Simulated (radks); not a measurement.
All-electron atom: the nickel ion Ni12+ in [Ne] 3s2 3p4.

Calculated with a radial shooting solver on a logarithmic mesh with Libxc functionals: non-relativistic Kohn-Sham, TPSS, spin-polarised, spherical densities, point nucleus; open shells are filled with parallel spins first; meta-GGA in the generalised Kohn-Sham scheme.

Energy parts (Ry):
total: -2892.47708
kinetic: 2891.19284
electron-nucleus: -6462.29953
Hartree: 782.63105
exchange-correlation: -104.00144

Orbitals (lengths in bohr, moments of r in powers of bohr):
| orbital | occ. | eigenvalue (Ry) | <r^2> | <r> | <r^4> |
|---|---|---|---|---|---|
| 1s up | 1 | -624.6800 | 0.004026 | 0.05481 | 0.00004133 |
| 1s down | 1 | -624.5605 | 0.004025 | 0.05480 | 0.00004131 |
| 2s up | 1 | -97.35890 | 0.07157 | 0.2466 | 0.008822 |
| 2s down | 1 | -97.28670 | 0.07146 | 0.2464 | 0.008778 |
| 2p up | 3 | -88.35392 | 0.05664 | 0.2152 | 0.006409 |
| 2p down | 3 | -88.22715 | 0.05660 | 0.2152 | 0.006386 |
| 3s up | 1 | -30.35414 | 0.4889 | 0.6559 | 0.3547 |
| 3s down | 1 | -29.87518 | 0.4929 | 0.6584 | 0.3615 |
| 3p up | 3 | -27.45079 | 0.4883 | 0.6513 | 0.3675 |
| 3p down | 1 | -26.98560 | 0.4928 | 0.6540 | 0.3758 |

The highest occupied level is 3p down at -367.16 eV. Summed over all electrons, <r^2> = 3.430 bohr^2, which gives a Langevin (diamagnetic) susceptibility term of -2.72 x 10^-6 cm^3/mol. The spin density at the nucleus is 0.907 e/bohr^3 (1s -0.817, 2s 0.585, 3s 1.140), a Fermi contact field of 47.6 T. For comparison, the ionisation energy in NIST's Atomic Spectra Database is 384.5 eV (semi-empirical). In exact Kohn-Sham theory the highest level is minus the ionisation energy, but local and semilocal functionals leave it too shallow, through self-interaction and a potential that decays too fast; potentials with the right tail come closer. Spin moment in Bohr magnetons: 2. The density falls to 0.001 e/bohr^3 at r = 1.66 bohr. Virial ratio -V/T = 2.00044.
